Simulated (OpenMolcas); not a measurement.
A run on Cu2+ with 6 ligands (fluoride) in octahedral coordination (Oh) at 2.04 Å. A charge of +0.667 e stands 3.2 Å behind each ligand. Ligand basis ANO-RCC-VDZP.

```
Program             : OpenMolcas 26.06
Method              : SS-CASPT2, IPEA 0.25 Eh, real shift 0.3 Eh (closed shells correlated: 3s 3p and the ligand valence shells)
Basis               : ANO-RCC-VDZP [5s4p2d1f]
Scalar Hamiltonian  : DKH2, point nucleus
Active space        : 9 electrons in 5 orbitals (3d)
State averaging     : 2S+1 = 2 even, 5 roots
Spin-orbit coupling : RASSI with atomic mean-field integrals over the reference wave functions
```

118 basis functions. Blocks (2S+1, parity, CSFs, roots kept): 2, even, 5, 5.

Question: How long do the CASPT2 steps take on 1 thread of Arm Neoverse V2 (shared host)?

Answer: About 6.4 s of wall time, without the integral step.
